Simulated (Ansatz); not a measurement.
Program: Ansatz 0.2.0.

ClFHNbO₂ (`[O]=[Nb]([OH])([F])[Cl]`). Charge 0, multiplicity 1. Nb takes the def2 core potential. The geometry is a stationary point of PBE0-D4/def2-TZVP. It is one conformer, not always the lowest.

```xyz
6

O     1.004    1.080    0.990
Nb    0.398   -0.117   -0.029
O    -1.406    0.273   -0.353
F     1.367   -0.077   -1.619
Cl    0.594   -2.143    1.033
H    -1.959    0.984   -0.022
```

What is the dipole moment at PBE/def2-TZVPP? (An estimate is asked.)

The calculation gave: 2.39 D, with components (-2.26, 0.71, -0.33) D in this frame, pointing from negative to positive charge.

And with r2SCAN, B3LYP, ωB97M-V? (Estimate.)

The calculation gave: r2SCAN 2.44 D, B3LYP 2.41 D, ωB97M-V 2.41 D.

Give the Mulliken charges with PBE, B3LYP, r2SCAN in def2-TZVPP. (Best estimate.)

The calculation gave: 
| atom | PBE | B3LYP | r2SCAN |
| --- | --- | --- | --- |
| O1 | -0.44 | -0.49 | -0.49 |
| Nb2 | 1.31 | 1.48 | 1.47 |
| O3 | -0.45 | -0.49 | -0.51 |
| F4 | -0.34 | -0.39 | -0.38 |
| Cl5 | -0.31 | -0.32 | -0.33 |
| H6 | 0.22 | 0.22 | 0.24 |

B3LYP here is the variant with VWN-RPA as its local correlation; programs differ in this.
